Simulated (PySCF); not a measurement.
**Peak assignment**

Bonds (- single, = double, # triple, : aromatic): C1-C2 1.497 Å, C2=O3 1.205 Å, C2-C4 1.498 Å, C4-F5 1.345 Å, C4=C6 1.330 Å, C6-C7 1.498 Å, C7-F8 1.356 Å, C7-F9 1.356 Å. C1 carries H10, H11, H12; C6 carries H13; C7 carries H14. Stereochemistry as in CC(=O)/C(F)=C/C(F)F.

- σ from GIAO-PBE0/pcSseg-1
- GFN2-xTB geometry
- run in PySCF 2.14.0 with density-fitted response routines
- no relativistic terms, a single conformation, gas phase, one averaged value for each set of equivalent atoms

Shifts are taken against calculated references (same method and geometry level): TMS for ¹³C (σref 186.93), ¹H (σref 31.72).

**Question.** Assign these signals to the numbered atoms. ¹³C{¹H} NMR (computed): δ 197.1 (C), 166.5 (C), 117.0 (CH), 115.9 (CH), 29.1 (CH3).

**Answer.** 
| δ (ppm) | atoms | environment | reason |
| --- | --- | --- | --- |
| 197.1 | C2 | ketone carbonyl carbon | low-lying n→π* states of the double bond to the heteroatom give a large paramagnetic term (-259 ppm) |
| 166.5 | C4 | α carbon of a C=C–C=O unit | – |
| 117.0 | C6 | β carbon of a C=C–C=O unit | – |
| 115.9 | C7 | allylic sp3 CH bonded to 2 F | 2 electronegative neighbours deshield it |
| 29.1 | C1 | methyl carbon α to a carbonyl | α to the electron-withdrawing carbonyl group |

C6 and C7 lie closer than the usual error of such a calculation, so a measured spectrum could show them in the other order.

**Question.** Assign these signals to the numbered atoms. ¹H NMR (500 MHz, computed): δ 6.96 (m, 1H), 6.46 (m, 1H), 2.48 (s, 3H).

**Answer.** 
```tsv
δ (ppm)	atoms	environment	reason
6.96	H14	hydrogen on an allylic sp3 CH bonded to 2 F	its carbon carries F, an electronegative neighbour
6.46	H13	hydrogen on a β carbon of a C=C–C=O unit	attached to an sp2 carbon and in the plane of the double bond
2.48	H10/H11/H12	hydrogen on a methyl carbon α to a carbonyl	α to C=O
```

Splittings by ¹⁹F in the carbon and heteronuclear signals aren't shown, as no couplings were computed. Shifts are as computed. Against solution values, carbons near 30 ppm lie about +3 ppm off and those near 130 ppm about +5 ppm. Of 1211 compounds with measured shifts, 218 miss one by over three times the rms of a fit or turn the order of signals round; such compounds aren't used in these exercises. No couplings were computed; multiplicities are counted from neighbouring protons, with m where these are inequivalent, close in shift, in a saturated or five-membered ring or joined by F or P, and br s for small geminal =CH2 splittings.
